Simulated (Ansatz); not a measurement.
Reaction (cleavage of the Si–B bond): `NB[SiH2][SeH]` + CH₃OH → `CO[SiH2][SeH]` + `BN`

Program: Ansatz. Geometries: PBE0-D4/def2-TZVP. ΔE: electronic, gas phase. CBS: MP2 limit from def2 TZ/QZ plus the TZ coupled-cluster correction, frozen cores. This one scheme is used for every species. DFT in def2-TZVPP. For Se outer-core shells are correlated without core-valence functions, which leaves a few kJ/mol of doubt a bond. Scalar relativity is left out up to krypton. One conformer a species, not always the lowest.

(1) Is it downhill or uphill in electronic energy at CCSD(T)/CBS, and by how much? (Best estimate.)

(2) What do these levels give: r2SCAN-D4, PBE0-D4, ωB97M-V, PBE, PBE0, HF/def2-TZVPP, MP2/def2-TZVPP, HF/def2-QZVPP, MP2/def2-QZVPP, SCS-MP2/def2-QZVPP, HF/CBS(def2), MP2/CBS(def2)? (Estimate.)

Largest T1 diagnostic among the species: 0.012.

## Answers

(1) Computed: Downhill: ΔE = -1.09 eV.

(2) The calculation gave: r2SCAN-D4 -1.07, PBE0-D4 -0.95, ωB97M-V -1.13, PBE -0.90, PBE0 -0.96, HF/def2-TZVPP -1.30, MP2/def2-TZVPP -1.17, HF/def2-QZVPP -1.32, MP2/def2-QZVPP -1.18, SCS-MP2/def2-QZVPP -1.19, HF/CBS(def2) -1.32, MP2/CBS(def2) -1.17 eV.

From PBE to PBE0 (25 % exact exchange), in def2-TZVPP and without D4, ΔE moves by −0.06 eV. In def2-TZVPP, CCSD(T) changes the Hartree–Fock value by +0.20 eV (the triples alone add +0.02 eV) and MP2 by +0.13 eV.
